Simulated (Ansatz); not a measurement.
Basis-set extrapolation for `C[SiH2]NC=S` (PBE0-D4/def2-TZVP geometry, frozen core, Ansatz). Multiplicity 1, RHF reference.

|  | def2-TZVPP | def2-QZVPP |
| --- | --- | --- |
| HF | -820.832189 | -820.858903 |
| MP2 correlation | -0.842660 | -0.903431 |
| CCSD(T) correlation | -0.934624 | not run |

Energies in hartree. Use E(X) = E(∞) + A·exp(−7.88·√X) for Hartree–Fock and E(X) = E(∞) + B·X^(−2.97) for correlation, with X = 3 and 4, and add CCSD(T) minus MP2 of the smaller set to the MP2 limit.

Task: What is the CCSD(T) energy at the basis-set limit?

Result: HF limit: -820.858903 + (-0.026714) × 0.13774 = -820.86258. MP2 limit: -0.903431 + (-0.060771) × 0.74074 = -0.94845. Higher-order term: -0.934624 − (-0.842660) = -0.09196. Total: -821.90299 hartree, 85.5 kcal/mol below CCSD(T)/def2-TZVPP.
